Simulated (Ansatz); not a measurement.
Results of the Gaussian-basis code of Ansatz.

A structure relaxed at PBE0-D4/def2-TZVP, charge 0, multiplicity 1:

```json
{"atom": "N1", "x (Å)": "-1.7910", "y (Å)": "-0.5370", "z (Å)": "-0.0418"}
{"atom": "Si2", "x (Å)": "-0.3060", "y (Å)": "-0.5214", "z (Å)": "-0.9047"}
{"atom": "C3", "x (Å)": "1.1229", "y (Å)": "-0.2684", "z (Å)": "0.3068"}
{"atom": "B4", "x (Å)": "0.9547", "y (Å)": "1.0750", "z (Å)": "1.0195"}
{"atom": "Cl5", "x (Å)": "1.6968", "y (Å)": "2.5358", "z (Å)": "0.3875"}
{"atom": "H6", "x (Å)": "-2.0698", "y (Å)": "0.2503", "z (Å)": "0.5216"}
{"atom": "H7", "x (Å)": "-2.5942", "y (Å)": "-0.9890", "z (Å)": "-0.4477"}
{"atom": "H8", "x (Å)": "-0.1818", "y (Å)": "0.5270", "z (Å)": "-1.9587"}
{"atom": "H9", "x (Å)": "-0.1856", "y (Å)": "-1.8487", "z (Å)": "-1.5627"}
{"atom": "H10", "x (Å)": "1.0560", "y (Å)": "-1.1163", "z (Å)": "0.9949"}
{"atom": "H11", "x (Å)": "2.0311", "y (Å)": "-0.3299", "z (Å)": "-0.3003"}
{"atom": "H12", "x (Å)": "0.2668", "y (Å)": "1.2227", "z (Å)": "1.9854"}
```

(1) Give its formula and SMILES.

(2) Summarise the bond lengths by kind.

Results:

(1) CH7BClNSi, `N[SiH2]CBCl`.

(2) 1 × N–Si 1.718 Å; 2 × H–N 1.007 Å; 1 × C–Si 1.890 Å; 2 × H–Si 1.486 to 1.492 Å; 1 × B–C 1.530 Å; 2 × C–H 1.094 Å; 1 × B–Cl 1.756 Å; 1 × B–H 1.195 Å.
